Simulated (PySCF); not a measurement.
## Ca₂, CCSD(T): how much the basis matters

PySCF, RHF reference; singlet, unpaired electrons none; De to Ca + Ca without counterpoise correction. Frozen cores follow the default of each basis and core potential.

| basis | relativity | functions | Re (Å) | ωe (cm⁻¹) | De (eV) | frozen orbitals |
| --- | --- | --- | --- | --- | --- | --- |
| def2-SVP | no relativity | 48 | 4.440 | 63.3 | 0.12 | 10 |
| def2-SVPD | no relativity | 54 | 4.449 | 61.9 | 0.13 | 10 |
| x2c-TZVPPall | spin-free X2C | 72 | 4.616 | 46.8 | 0.07 | 10 |

Question: How does each smaller set differ from the one with most functions, x2c-TZVPPall?

Answer: def2-SVP: -17.6 pm, +35.3 % in ωe, +0.05 eV in De; def2-SVPD: -16.7 pm, +32.3 % in ωe, +0.06 eV in De. All at CCSD(T); the set with most functions is neither the basis-set limit nor always the best. The rows treat relativity differently, so the differences are not basis effects alone.

Correlated steps freeze 10 core orbitals. The bond is weak. Basis-set superposition, not corrected here, can be much of De in a small basis, most of all at correlated wavefunction levels.
